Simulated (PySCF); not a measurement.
Compound: C₄H₈FOP.
SMILES: `C(/P=C(/F)C)OC`

Computed with TDDFT CAM-B3LYP/def2-SVPD, vertical, gas phase, core orbitals frozen in the response (PySCF). Geometry: GFN2-xTB, one conformer, isolated molecule. Torsions of this conformer, `[CH3:1][O:2][CH2:3]/[P:4]=[C:5](\[CH3:6])[F:7]`: C1–O2–C3–P4 -69°, O2–C3–P4–C5 -62°.

```tsv
state	λ (nm)	E (eV)	f	main configurations (H = HOMO, L = LUMO)
S1	280.0	4.43	0.0057	H-1→L (96%)
S2	243.4	5.09	0.228	H→L (95%)
S3	210.2	5.90	0.0047	H-2→L (84%)
S4	199.0	6.23	0.0006	H→L+2 (52%), H→L+1 (21%), H→L+4 (9%)
S5	183.8	6.75	0.024	H→L+1 (62%), H→L+2 (28%)
S6	180.7	6.86	0.082	H-1→L+1 (85%)
S7	170.9	7.26	0.0037	H-3→L (61%), H-4→L (24%), H-2→L (8%)
S8	168.0	7.38	0.154	H-1→L+2 (74%)
```

Triplets, Tamm–Dancoff:

```
state  E (eV)  λ (nm)  main configurations (H = HOMO, L = LUMO)
   T1    2.53   489.2                                 H→L (96%)
   T2    3.84   322.7                  H-1→L (84%), H-2→L (12%)
   T3    5.41   229.3                  H-2→L (69%), H-1→L (13%)
```

The lowest singlet comes at 280 nm (427 kJ/mol) in the ultraviolet; it is weak; its leading configuration is HOMO-1→LUMO (96%). The most intense listed level is S2 at 5.09 eV (243 nm, f = 0.228), 0.67 eV above S1. Löwdin shares by element: HOMO phosphorus 38%, carbon 37% or more, fluorine 11%; LUMO carbon 38% or more, phosphorus 35%, fluorine 7% (atoms not listed hold the other 20%). Of the 8 states listed, 4 reach f = 0.01 and none stays under 0.0005. Orbital energies (eV): HOMO-3 -11.21, HOMO-2 -9.84, HOMO-1 -8.50, HOMO -8.18, LUMO -0.46, LUMO+1 1.20, LUMO+2 1.62. Weighted by f, the mean energy of these states is 6.18 eV. The window holds the lowest 8 singlets.
